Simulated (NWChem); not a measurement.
System: GeCl₃ cation

NWChem input:

```
start job
memory heap 200 mb stack 900 mb global 1100 mb
charge 1
geometry units angstroms
  Cl    -0.540927    -1.985701     0.000000
  Ge     0.000000     0.000000     0.000000
  Cl    -1.449204     1.461307     0.000000
  Cl     1.990131     0.524394     0.000000
end
basis spherical
  Cl library def2-svp
  Ge library def2-svp
end
dft
  xc becke88 lyp
  iterations 150
end
driver
  maxiter 120
end
task dft optimize
task dft freq
```

The level has its own optimisation; frequencies are unscaled.

### Question
Give the results of this calculation. (BLYP/def2-SVP.) Quantities: r Cl–Ge (Å); highest harmonic frequency (cm⁻¹); lowest (cm⁻¹); zero-point energy (kcal/mol).

### Answer
| Property | Value |
|---|---|
| r Cl–Ge (Å) | 2.102 |
| highest harmonic frequency (cm⁻¹) | 495 |
| lowest (cm⁻¹) | 132 |
| zero-point energy (kcal/mol) | 2.5 |
